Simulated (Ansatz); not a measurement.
Species: C4H10N, charge 0, multiplicity 2. It need not be the lowest isomer of its formula. 
Structure (B3LYP-D3(BJ)/def2-TZVP (Ansatz, a program for electronic structure) minimum search):
SMILES: C[CH]NCC
```xyz
15

C      2.3332    -0.6336     0.0675
C      1.0161    -0.0137     0.3728
N      0.0539    -0.0067    -0.6277
C     -1.2019     0.7046    -0.4235
C     -2.1100     0.0068     0.5819
H      2.2672    -1.7214    -0.0950
H      2.7773    -0.2076    -0.8398
H      3.0362    -0.4674     0.8843
H      0.6344    -0.0489     1.3844
H      0.4381     0.1179    -1.5534
H     -1.0190     1.7387    -0.0979
H     -1.7064     0.7543    -1.3901
H     -1.6580    -0.0269     1.5738
H     -2.3134    -1.0176     0.2665
H     -3.0577     0.5417     0.6682
```
Charge 0, spin multiplicity 2.

Property: atomisation energy (electronic, to ground-state atoms); the coupled-cluster value holds the core correlation from cc-pwCVTZ, in eV. Correlated levels leave the core frozen unless marked. UHF or UKS for open shells. No spin-orbit coupling. Non-relativistic. CBS(X,Y): correlation extrapolated as X^-3; Hartree-Fock from the larger set.

Level to compare with: CCSD(T)/CBS(cc-pVTZ,cc-pVQZ) plus the core term (Ansatz), 59.22 eV. It is a level with limits of its own, and the differences hold the functionals' basis error too.

Question: Rank these functionals by how close they come to CCSD(T)/CBS(cc-pVTZ,cc-pVQZ), closest first: B3LYP/def2-TZVPD (Ansatz); SVWN5/def2-TZVPD (Ansatz); CAM-B3LYP/def2-TZVPD (Ansatz); BHLYP/def2-TZVPD (Ansatz).

Answer: CAM-B3LYP/def2-TZVPD (range-separated hybrid, 59.39 eV, difference 0.17), B3LYP/def2-TZVPD (global hybrid, 58.99 eV, difference -0.23), BHLYP/def2-TZVPD (global hybrid, 57.60 eV, difference -1.62), SVWN5/def2-TZVPD (LDA, 67.53 eV, difference 8.31)
